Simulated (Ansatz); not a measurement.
A nudged elastic band was laid between two geometries of C₂H₆BS (10 atoms, charge 1, multiplicity 1).

Method: Ansatz, RKS B3LYP-D4/def2-SVP.

```yaml
movable_images: 5
climbing_image: yes
spring: 5.0 eV/Å²
optimiser: quadratic models (default)
start_path: through a guess of the saddle point
force_threshold: 0.05 eV/Å
iteration_limit: 58
end_points: relaxed
```

First end point:

```xyz
10
Properties=species:S:1:pos:R:3
B -1.027 1.529 0.236
C -0.601 0.174 -0.469
S 1.203 -0.070 -0.515
C 1.527 -1.437 0.284
H -0.222 2.370 0.529
H -2.202 1.676 0.422
H -1.102 -0.724 -0.072
H -0.912 0.281 -1.529
H 2.583 -1.717 0.395
H 0.754 -2.083 0.720
```

Last end point:

```xyz
10
Properties=species:S:1:pos:R:3
B -0.951 1.597 0.005
C -0.779 0.021 0.064
S 0.703 -0.499 0.984
C 1.632 -1.347 -0.032
H -0.266 2.332 0.661
H -1.828 2.002 -0.705
H -1.640 -0.350 0.658
H -0.821 -0.480 -0.916
H 2.599 -1.704 0.349
H 1.350 -1.572 -1.068
```

Question: What changes between the two ends?

Answer: No bond is made or broken. The dihedral H7–C2–S3–C4 goes from -10 to 125°. The two ends are copies of one structure, up to a mirror image or an exchange of like atoms.

Question: Give the energies along the band, and the barrier.

Answer: The forces met the threshold. The highest image is number 3 of 0 to 6, 3.7 kJ/mol above the ends, which have the same energy within 2 meV. A vibrational analysis at the climbing image gives one clearly imaginary mode, 68i cm⁻¹: a first-order saddle point. Limits of this set-up: the dipole of an ion depends on the origin.

| image | path coordinate (Å) | energy (kJ/mol) | dihedral H7–C2–S3–C4 (°) |
| --- | --- | --- | --- |
| 0 | 0.00 | 0.0 | -10 |
| 1 | 0.61 | 0.8 | 11 |
| 2 | 1.22 | 2.7 | 33 |
| 3 | 1.82 | 3.7 | 57 |
| 4 | 2.44 | 2.8 | 81 |
| 5 | 3.06 | 0.9 | 104 |
| 6 | 3.68 | 0.0 | 125 |

Question: What is the geometry of the highest image?

Answer: 
```xyz
10
Properties=species:S:1:pos:R:3
B -1.117 1.673 0.071
C -0.596 0.191 -0.100
S 1.193 0.021 0.293
C 1.586 -1.534 0.076
H -0.383 2.571 0.385
H -2.283 1.851 -0.140
H -1.158 -0.509 0.543
H -0.744 -0.136 -1.146
H 2.628 -1.824 0.268
H 0.873 -2.304 -0.249
```

The run took 3.2 min on 1 CPU thread of a shared host.
